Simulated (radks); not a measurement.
Results of a calculation; reference values are marked as such.
Q: Level of theory: Dirac Kohn-Sham, PBE, spin-unpolarised, spherical densities, finite nucleus; open shells fill j = l - 1/2 first; Fermi nuclear charge, rms radius of each element as measured or else 0.836 A^(1/3) + 0.57 fm (a radial shooting solver on a logarithmic mesh with Libxc functionals). Each species is in its NIST ground configuration. Rank Nb+, Zr+, Ag+, Pd+, Rh+, Tc+, Cd+, Ru+, Mo+ by Delta-SCF ionisation energy (eV), largest first.

A: Ag+ 21.868, Pd+ 20.590, Rh+ 19.298, Ru+ 17.988, Cd+ 17.126, Mo+ 15.290, Tc+ 14.826, Nb+ 14.080, Zr+ 12.923.
